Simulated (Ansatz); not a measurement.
```xyz
11

C     0.146    1.133   -0.090
Si   -0.566    0.145    1.376
Al    0.414   -1.863    0.351
Si    0.314   -0.192   -1.449
H    -0.432    2.016   -0.375
H     1.154    1.465    0.185
H    -2.056    0.103    1.257
H    -0.251    0.728    2.713
H     0.902   -3.338    0.679
H     1.361    0.110   -2.467
H    -0.986   -0.307   -2.180
```

Total charge 0; spin multiplicity 1.

List the r2SCAN/def2-TZVPP orbital energies in eV (the Gaussian-basis code of Ansatz). (An estimate is asked.)

Computed: Occupied: -1790.58, -1790.58, -1517.30, -272.73, -141.05, -141.05, -110.79, -95.91, -95.91, -95.91, -95.91, -95.90, -95.90, -71.15, -70.93, -70.87, -18.13, -13.05, -12.88, -10.78, -9.98, -9.40, -8.47, -8.20, -7.41, -6.78, -5.73. Lowest empty: -2.92, -0.63, -0.07, -0.06, 0.73, 0.96, 1.17, 1.62.
